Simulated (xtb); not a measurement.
BeF2, triplet, from a rough starting geometry (GFN-xTB shapes and energies of metal compounds can be far from the true ones) (a higher spin typed on purpose: for a closed-shell molecule this is an excited state); GFN2-xTB (xtb 6.7.1).

The xtb input:
```
$ xtb mol.xyz --gfn 2 --uhf 2 --opt vtight --json

# file mol.xyz
3

Be     0.02389550     0.01758929    -0.05128696
F      1.21665131    -0.00351642    -0.57885791
F     -1.24216210     0.02633367     0.54020864
```

The log (banner, timings and long lists left out):

```
   ID    Z sym.   atoms
    1    4 Be     1
    2    9 F      2, 3

           -------------------------------------------------
          |                Calculation Setup                |
           -------------------------------------------------

           -------------------------------------------------
          |                 G F N 2 - x T B                 |
           -------------------------------------------------

          ...................................................
          :                      SETUP                      :
          :.................................................:
          :  # basis functions                  12          :
          :  # atomic orbitals                  12          :
          :  # shells                            6          :
          :  # electrons                        16          :
          :  max. iterations                   250          :
          :  Hamiltonian                  GFN2-xTB          :
          :  restarted?                      false          :
          :  GBSA solvation                  false          :
          :  PC potential                    false          :
          :  electronic temp.          300.0000000     K    :
          :  accuracy                    1.0000000          :
          :  -> integral cutoff          0.2500000E+02      :
          :  -> integral neglect         0.1000000E-07      :
          :  -> SCF convergence          0.1000000E-05 Eh   :
          :  -> wf. convergence          0.1000000E-03 e    :
          :  Broyden damping             0.4000000          :
          :  net charge                          0          :
          :  unpaired electrons                  2          :
          ...................................................

 iter      E             dE          RMSdq      gap      omega  full diag
   1     -2.5375659 -0.253757E+01  0.323E+01    0.00       0.0  T
   2     -8.9046571 -0.636709E+01  0.209E+01    2.87       1.0  T
   3     -9.5140490 -0.609392E+00  0.173E+01    0.10       1.0  T
   4     -9.6950696 -0.181021E+00  0.161E+01    0.15       1.0  T
   5     -9.6997733 -0.470367E-02  0.153E+01    0.24       1.0  T
   6     -9.7175737 -0.178004E-01  0.890E+00    0.76       1.0  T
   7     -9.8383117 -0.120738E+00  0.946E+00    1.22       1.0  T
   8     -9.9142267 -0.759150E-01  0.347E+00    0.79       1.0  T
   9     -9.8511705  0.630562E-01  0.468E+00    0.90       1.0  T
[...]
 * total energy  :   -10.0458660 Eh     change       -0.4023384E-03 Eh
 * total energy  :   -10.0460628 Eh     change       -0.1967601E-03 Eh
 * total energy  :   -10.0468796 Eh     change       -0.8168031E-03 Eh
 * total energy  :   -10.0478986 Eh     change       -0.1019034E-02 Eh
 * total energy  :   -10.0486852 Eh     change       -0.7865676E-03 Eh
 * total energy  :   -10.0500070 Eh     change       -0.1321822E-02 Eh
 * total energy  :   -10.0502150 Eh     change       -0.2079746E-03 Eh
 * total energy  :   -10.0502181 Eh     change       -0.3124727E-05 Eh
 * total energy  :   -10.0502294 Eh     change       -0.1128427E-04 Eh
 * total energy  :   -10.0502307 Eh     change       -0.1274742E-05 Eh
 * total energy  :   -10.0502309 Eh     change       -0.1986681E-06 Eh
 * total energy  :   -10.0502309 Eh     change       -0.5819025E-09 Eh
   *** GEOMETRY OPTIMIZATION CONVERGED AFTER 22 ITERATIONS ***
         :: total energy             -10.050230884662 Eh    ::
[...]
         8        1.0000           -0.4888391             -13.3020
         9        1.0000           -0.2896708              -7.8823 (HOMO)
        10                         -0.1713855              -4.6636 (LUMO)
        11                          0.0465190               1.2658
        12                          0.4020656              10.9408
      -------------------------------------------------------------
                  HL-Gap            0.1182853 Eh            3.2187 eV
             Fermi-level           -0.3646371 Eh           -9.9223 eV

     #   Z          covCN         q      C6AA      α(0)
     1   4 Be       1.332     0.482    31.368    15.529
     2   9 F        0.673    -0.241    11.687     4.036
     3   9 F        0.673    -0.241    11.687     4.036

 Mol. C6AA /au·bohr⁶  :        130.376505
 Mol. C8AA /au·bohr⁸  :       3640.529415
 Mol. α(0) /au        :         23.599861

Wiberg/Mayer (AO) data.
largest (>0.10) Wiberg bond orders for each atom

 ---------------------------------------------------------------------------
     #   Z sym  total        # sym  WBO       # sym  WBO       # sym  WBO
 ---------------------------------------------------------------------------
     1   4 Be   0.948 --     2 F    0.474     3 F    0.474
     2   9 F    0.952 --     3 F    0.478     1 Be   0.474
     3   9 F    0.952 --     2 F    0.478     1 Be   0.474
 ---------------------------------------------------------------------------

Topologies differ in total number of bonds
Writing topology from bond orders to xtbtopo.mol

molecular dipole:
                 x           y           z       tot (Debye)
 q only:       -0.378       0.458      -0.875
   full:       -0.093       0.113      -0.215       0.661
molecular quadrupole (traceless):
                xx          xy          yy          xz          yz          zz
 q only:       -1.732      -0.152       0.753       1.428      -0.507       0.979
  q+dip:       -0.986       0.463       1.401       0.328       0.936      -0.414
   full:       -0.592       0.843       1.823      -0.313       1.806      -1.232

optimized geometry written to: xtbopt.xyz

           -------------------------------------------------
          | TOTAL ENERGY              -10.050230884662 Eh   |
          | GRADIENT NORM               0.000011969281 Eh/α |
          | HOMO-LUMO GAP               3.218707454461 eV   |
           -------------------------------------------------
```
